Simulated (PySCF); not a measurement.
HgI2, charge -1, doublet, geometry from GFN2-xTB (such geometries of metal compounds can be far from the true shape) (a state made from the parent by changing its charge; the spin is typed, not shown lowest) (core potentials on Hg, I), with bond 3-1 at 1.8 times its length; PySCF with HF/def2-SV(P).

The PySCF input:
```python
from pyscf import gto, scf

mol = gto.Mole()
mol.atom = '''
    Hg    0.695869    0.433146    0.404370
    I    -0.845178    1.799579   -2.032322
    I    -0.926039   -4.762608    2.236016
'''
mol.basis = 'def2-sv(p)'
mol.ecp = {'Hg': 'def2-sv(p)', 'I': 'def2-sv(p)'}
mol.charge = -1
mol.spin = 1
mol.verbose = 4
mol.build()

mf = scf.UHF(mol)
mf.kernel()
mo_i, mo_e, stable_i, stable_e = mf.stability(internal=True, external=True, return_status=True, nroots=6, tol=1e-6)
print('internally stable:', stable_i, ' externally stable:', stable_e)
if not stable_i:
    umf = mf.copy()
    umf.scf_summary = {}
    umf.kernel(umf.make_rdm1(mo_i, mf.mo_occ))
```

Output, abridged:

```
PySCF version 2.14.0

[INPUT] verbose = 4
[INPUT] num. atoms = 3
[INPUT] num. electrons = 71
[INPUT] charge = -1
[INPUT] spin (= nelec alpha-beta = 2S) = 1
[INPUT] symmetry False subgroup None
[INPUT] Mole.unit = angstrom
[INPUT] Symbol           X                Y                Z      unit          X                Y                Z       unit  Magmom
[INPUT]  1 Hg     0.695869000000   0.433146000000   0.404370000000 AA    1.315001828575   0.818527311951   0.764148552990 Bohr   0.0
[INPUT]  2 I     -0.845178000000   1.799579000000  -2.032322000000 AA   -1.597154946508   3.400711449519  -3.840531976928 Bohr   0.0
[INPUT]  3 I     -0.926039000000  -4.762608000000   2.236016000000 AA   -1.749960090666  -9.000024758663   4.225457850145 Bohr   0.0

nuclear repulsion = 171.248444554762
number of shells = 31
number of NR pGTOs = 172
number of NR cGTOs = 77
basis = def2-sv(p)
ecp = {'Hg': 'def2-sv(p)', 'I': 'def2-sv(p)'}

******** <class 'pyscf.scf.uhf.UHF'> ********
method = UHF
initial guess = minao
damping factor = 0
level_shift factor = 0
DIIS = <class 'pyscf.scf.diis.CDIIS'>
diis_start_cycle = 1
diis_space = 8
diis_damp = 0
SCF conv_tol = 1e-09
SCF conv_tol_grad = None
SCF max_cycles = 50
direct_scf = True
direct_scf_tol = 1e-13
number electrons alpha = 36  beta = 35
Set gradient conv threshold to 3.16228e-05
init E= -668.778857275509

cycle= 1 E= -743.771223878732  delta_E=  -75  |g|= 2.27  |ddm|= 13.7

cycle= 2 E= -745.414150042958  delta_E= -1.64  |g|= 1.03  |ddm|= 5.22
cycle= 3 E= -745.887729514054  delta_E= -0.474  |g|= 0.209  |ddm|= 1.99
cycle= 4 E= -745.922912856818  delta_E= -0.0352  |g|= 0.0593  |ddm|= 0.483
cycle= 5 E= -745.927020455438  delta_E= -0.00411  |g|= 0.0256  |ddm|= 0.126
cycle= 6 E= -745.929451991373  delta_E= -0.00243  |g|= 0.0188  |ddm|= 0.112
cycle= 7 E= -745.93112071953  delta_E= -0.00167  |g|= 0.0129  |ddm|= 0.103
cycle= 8 E= -745.932581902454  delta_E= -0.00146  |g|= 0.00812  |ddm|= 0.141
cycle= 9 E= -745.933217558889  delta_E= -0.000636  |g|= 0.00399  |ddm|= 0.116
cycle= 10 E= -745.933372974899  delta_E= -0.000155  |g|= 0.00124  |ddm|= 0.0663
cycle= 11 E= -745.93338543896  delta_E= -1.25e-05  |g|= 0.000391  |ddm|= 0.0219
cycle= 12 E= -745.933385840581  delta_E= -4.02e-07  |g|= 0.000134  |ddm|= 0.00263
cycle= 13 E= -745.933385908973  delta_E= -6.84e-08  |g|= 5.67e-05  |ddm|= 0.00178
cycle= 14 E= -745.933385923106  delta_E= -1.41e-08  |g|= 3.2e-05  |ddm|= 0.000454
cycle= 15 E= -745.933385930431  delta_E= -7.33e-09  |g|= 2.15e-05  |ddm|= 0.000239
cycle= 16 E= -745.933385935808  delta_E= -5.38e-09  |g|= 1.4e-05  |ddm|= 0.000257
cycle= 17 E= -745.933385938836  delta_E= -3.03e-09  |g|= 8.1e-06  |ddm|= 0.000223
cycle= 18 E= -745.933385939963  delta_E= -1.13e-09  |g|= 3.44e-06  |ddm|= 0.000172
cycle= 19 E= -745.933385940099  delta_E= -1.36e-10  |g|= 1.34e-06  |ddm|= 6.34e-05
Extra cycle  E= -745.933385940104  delta_E= -5.57e-12  |g|= 8.76e-07  |ddm|= 4.56e-06
converged SCF energy = -745.933385940104  <S^2> = 0.79541784  2S+1 = 2.0449135
uhf_internal: lowest eigs of H = [0.07203949 0.07288769 0.0997177  0.10848028 0.10879982 0.12330913]
<class 'pyscf.scf.uhf.UHF'> wavefunction is stable in the internal stability analysis
uhf_real2complex: lowest eigs of H = [0.04502337 0.04555754 0.05193533 0.05431418 0.05446654 0.11111775]
<class 'pyscf.scf.uhf.UHF'> wavefunction is stable in the real -> complex stability analysis
uhf_external: lowest eigs of H = [9.84978942e-08 3.42843001e-02 3.47331222e-02 5.13740855e-02
 5.42098921e-02 5.43649032e-02]
<class 'pyscf.scf.uhf.UHF'> wavefunction is stable in the UHF/UKS -> GHF/GKS stability analysis
internally stable: True  externally stable: True
```
